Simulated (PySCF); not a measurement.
A structure optimised at B3LYP-D3(BJ)/def2-SVP, used in a PySCF frequency run:

```
Mo
N 1 1.7334
H 2 1.0194 1 155.79
N 1 1.7334 2 112.29 3 7.72
H 4 1.0194 1 155.79 2 -7.72
N 1 1.9371 2 107.14 3 125.09
H 6 1.0177 1 123.42 2 20.77
H 6 1.0177 7 111.10 1 164.17
Cl 1 2.3254 2 108.85 3 -112.88
```

Task: Write its SMILES, formula and point group.

Result: [NH]=[Mo](=[NH])([NH2])[Cl], ClH4MoN3, Cs

Task: What are its rotational constants (standard atomic weights)?

Result: 3.5198, 1.9035, 1.8423 GHz
